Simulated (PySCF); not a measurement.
# Structure from NMR data

An unknown has the formula C$_{10}$H$_{10}$O. Its calculated NMR data are:

1H NMR (400 MHz, computed): δ 10.14 (s, 1H), 8.40 (d, 1H), 7.76 (s, 1H), 7.74 (d, 1H), 3.14 (m, 2H), 3.11 (m, 2H), 2.19 (m, 2H).

13C{1H} NMR (computed): δ 195.5 (CH), 157.4 (C), 150.1 (C), 139.9 (C), 135.5 (CH), 133.1 (CH), 130.4 (CH), 36.9 (CH2), 36.3 (CH2), 28.8 (CH2).

No solvent model, relativity neglected, fast rotation and ring inversion assumed for equivalent nuclei, a single conformation. GIAO PBE0/pcSseg-1 shieldings; geometry from GFN2-xTB; PySCF.

Chemical shifts δ = σref − σ; 1H, 13C against TMS, all at this level.

Q: Which candidate is it?
A. C#Cc1cccc(OCC)c1
B. C=C(C)c1ccc(C=O)cc1
C. O=Cc1ccc2c(c1)CCC2
D. C=C/C=C/C(=C)c1ccco1
E. C=C[C@H]1OCc2ccccc21

A: C. 

- Rings plus π bonds: 6 (2 rings in the answer).
- 10 carbon signals for 10 carbons: no two carbons are equivalent.
- Carbon types of the structure: 3 × C, 4 × CH, 3 × CH2, which accounts for all hydrogens.
- δC 195.5: aldehyde carbonyl carbon; the double bond to the heteroatom, with no lone-pair donor beside it, deshields it most.
- δC 157.4, 150.1, 139.9: substituted aromatic carbon.
- δC 135.5, 133.1, 130.4: aromatic CH; the aromatic region.
- δH 10.14: hydrogen on an aldehyde carbonyl carbon; the C=O anisotropy and electron withdrawal place aldehyde protons far downfield.
- δH 3.14, 3.11: hydrogen on an sp3 CH2 on an aromatic ring; benzylic-type position, deshielded by the ring.

The others: C#Cc1cccc(OCC)c1 has carbons computed at 165.8, 134.9, 131.5, 127.5, 124.6, 118.1, 89.6, 86.5, 65.2, 17.6, with a different DEPT pattern; C=C(C)c1ccc(C=O)cc1 would give 8 carbon signals, not 10; C=C/C=C/C(=C)c1ccco1 would give 10 signals for carbon-bound and other non-exchanging H, not 7; C=C[C@H]1OCc2ccccc21 would give 10 signals for carbon-bound and other non-exchanging H, not 7.

Shifts are as computed. Against solution values, carbons near 30 ppm lie about +3 ppm off and those near 130 ppm about +5 ppm. Of 1211 compounds with measured shifts, 218 miss one by over three times the rms of a fit or turn the order of signals round; such compounds aren't used in these exercises. Multiplicities follow the n + 1 count of equivalent neighbours, as no J values were calculated; m marks all less simple cases, F and P coupling included.
